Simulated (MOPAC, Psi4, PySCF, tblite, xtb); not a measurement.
Dimer C2H3N ··· H3O+ (SMILES CC#N and [OH3+]) (charge +1) at R = 3.65 Å between the centres of mass, closest contact 2.99 Å (a random orientation, not optimised). Geometry in Å and degrees:

```
10

C     -0.488    -0.007     0.011
C      0.965     0.014    -0.022
N      2.114     0.031    -0.048
H     -0.874    -0.616    -0.807
H     -0.836    -0.427     0.955
H     -0.881     1.005    -0.089
O      2.793    -3.009    -0.207
H      3.609    -3.554    -0.207
H      2.119    -3.316    -0.850
H      2.431    -2.849     0.691
```

GFN2-xTB (tblite); SAPT0/jun-cc-pVDZ, frozen core (Psi4); revPBE/def2-TZVP, counterpoise-corrected (Psi4); revPBE-D3(BJ)/def2-TZVP, counterpoise-corrected (Psi4); PBE/def2-TZVP, counterpoise-corrected (Psi4); PBE-D3(BJ)/def2-TZVP, counterpoise-corrected (Psi4); HF/aug-cc-pVDZ, counterpoise-corrected (Psi4); MP2/aug-cc-pVDZ = DF-MP2/aug-cc-pVDZ, frozen core, counterpoise-corrected (Psi4); SCS-MP2/aug-cc-pVDZ = DF-SCS-MP2/aug-cc-pVDZ, frozen core, counterpoise-corrected (Psi4); PM3, restricted, heats of formation (MOPAC); AM1, restricted, heats of formation (MOPAC); GFN1-xTB (xtb); RKS-B3LYP/6-31G* = restricted B3LYP/6-31G*, spherical d, no counterpoise correction run with PySCF 2.14.0; RHF/3-21G = PySCF 2.14.0 with restricted Hartree-Fock/3-21G, no counterpoise correction; RKS-LDA (SVWN5)/6-31G* = restricted LDA (SVWN5)/6-31G*, spherical d, no counterpoise correction run with PySCF.

Q: What interaction energy does each level give?

A: 
| method | E_int / kJ/mol |
|---|---|
| RKS-LDA (SVWN5)/6-31G* | -38.83 |
| PBE-D3(BJ)/def2-TZVP | -38.08 |
| revPBE-D3(BJ)/def2-TZVP | -37.41 |
| PBE/def2-TZVP | -35.43 |
| MP2/aug-cc-pVDZ | -34.42 |
| HF/aug-cc-pVDZ | -33.32 |
| SCS-MP2/aug-cc-pVDZ | -33.28 |
| SAPT0/jun-cc-pVDZ | -33.24 |
| RKS-B3LYP/6-31G* | -33.09 |
| revPBE/def2-TZVP | -32.38 |
| RHF/3-21G | -28.33 |
| GFN1-xTB | -24.55 |
| GFN2-xTB | -24.52 |
| PM3 | -16.77 |
| AM1 | -15.79 |
